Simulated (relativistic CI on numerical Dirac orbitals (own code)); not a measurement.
Hf3+ (5d) in a crystal field

Calculated by Dirac-Coulomb-Breit CI, separate exchange-only KLI orbitals for each configuration, QED by a radiative potential, valence Slater integrals scaled by 0.9, one configuration in a parametric crystal field (own radial code).

Field parameters in Wybourne normalisation: D4h B²₀ = −7Ds, B⁴₀ = 21(Dq − Dt), B⁴₄ = 21√(5/14) Dq. The field is a parameter set, without covalency.

S is read from ⟨S²⟩ = S(S + 1).

Levels (cm⁻¹, degeneracy): 0 (2), 755 (2), 3186 (2), 30909 (2), 34273 (2).

(1) Which field gives this pattern?
A. D4h, 10Dq = 28400, Ds = -1500, Dt = -460 cm⁻¹
B. D4h, 10Dq = 28400, Ds = 2180, Dt = -460 cm⁻¹
C. D4h, 10Dq = 28400, Ds = 550, Dt = -460 cm⁻¹
D. D4h, 10Dq = 28400, Ds = -270, Dt = -460 cm⁻¹

## Answers

(1) D. D4h, 10Dq = 28400, Ds = -270, Dt = -460 cm⁻¹, ground level with S = 0.50.
